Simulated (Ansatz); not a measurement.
Cost and result for the atomization energy of C$_{2}$H$_{4}$ClNOSi, SMILES `N[Si]1(Cl)C=C1O` (10 atoms, 10 bonds).

```xyz
10

N    -0.366   -1.761   -0.922
Si   -0.473   -0.118   -0.551
Cl   -1.529    0.679   -2.119
C    -0.474    0.587    1.081
C     0.666    0.872    0.401
O     1.788    1.543    0.650
H     0.117   -2.417   -0.332
H    -0.624   -2.130   -1.820
H    -0.852    0.827    2.070
H     1.748    1.918    1.540
```

The species carries charge 0 and has multiplicity 1. The geometry is a stationary point of PBE0-D4/def2-TZVP. It is one conformer, not always the lowest. Program: Ansatz. All runs use 4 threads of an Arm Neoverse V2 on a shared host. Times are those of one run each, without the atoms' runs, and a repeat can differ threefold. Electronic energies, without spin–orbit coupling; frozen cores. CCSD(T)/CBS adds CCSD(T) − MP2 in def2-TZVPP to the MP2 limit, and its time is that of the two runs behind it. T1 = 0.012. B3LYP takes the VWN-RPA correlation (the form of Gaussian; ORCA's B3LYP/G).

CCSD(T)/CBS is a level of theory with its own doubt, some kJ/mol a heavy atom from the limit and from the frozen cores, so smaller differences don't rank the functionals.

```
                             level  functions  wall time  atomization (kcal/mol)  difference from CCSD(T)/CBS  per bond
   PBE-D4/def2-TZVPP (with forces)        264      2.7 s                   970.9                         33.3       3.3
                PBE0-D4/def2-TZVPP        264        4 s                   945.3                          7.7       0.8
r2SCAN-D4/def2-TZVPP (with forces)        264      4.9 s                   943.0                          5.4       0.5
 B3LYP-D4/def2-TZVPP (with forces)        264        6 s                   935.0                         -2.6      -0.3
                 B2PLYP/def2-TZVPP        264      6.5 s                   925.9                        -11.7      -1.2
                ωB97X-V/def2-TZVPP        264      8.5 s                   942.3                          4.7       0.5
  ωB97M-V/def2-TZVPP (with forces)        264       13 s                   944.3                          6.7       0.7
                    MP2/def2-QZVPP        488       28 s                   955.2                         17.6       1.8
                CCSD(T)/def2-TZVPP        264    3.3 min                   905.2                        -32.4      -3.2
                 CCSD(T)/CBS(def2)          –    3.7 min                   937.6                          0.0       0.0
```

From PBE to PBE0 (25 % exact exchange), in def2-TZVPP and without D4, the atomization energy moves by −24.7 kcal/mol: exact exchange takes away binding that semilocal exchange gives to molecules. In def2-TZVPP, CCSD(T) changes the Hartree–Fock value by +266.4 kcal/mol (the triples alone add +20.1 kcal/mol) and MP2 by +297.1 kcal/mol; breaking electron pairs costs correlation energy, which Hartree–Fock lacks. The D4 term adds +10.0 kcal/mol with B3LYP and +5.2 kcal/mol with PBE0; it sums over pairs of atoms, weighted by their polarisabilities, and B3LYP, whose exchange is more repulsive, gets the larger term.
